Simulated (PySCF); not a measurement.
Cl³⁺ (chlorine, charge +3) across methods

[Ne] 3s2 3p2, high-spin 3P determinant. Calculation: PySCF 2.14, in aug-cc-pwCVQZ; the non-relativistic Hamiltonian (point nucleus).

```tsv
method	E (hartree)	mean ε 3s α (eV)	mean ε 3s β (eV)	mean ε 3p α (eV)	Σ⟨r²⟩ (bohr²)	⟨S²⟩
r2SCAN	-457.3143	-60.706	-56.943	-46.887	11.51	2.006
LDA	-455.8454	-59.672	-56.994	-46.161	11.51	2.001
BHandHLYP	-457.3725	-64.714	-59.986	-49.792	11.53	2.005
PBE	-457.1664	-59.759	-56.787	-46.274	11.50	2.003
TPSS	-457.3714	-60.255	-56.795	-46.550	11.49	2.004
PBE0	-457.2016	-62.367	-58.391	-48.160	11.50	2.004
UHF	-456.79490	-69.306	-61.665	-53.023	11.59	2.010
M06-2X	-457.3448	-64.225	-60.054	-49.581	11.51	2.003
```
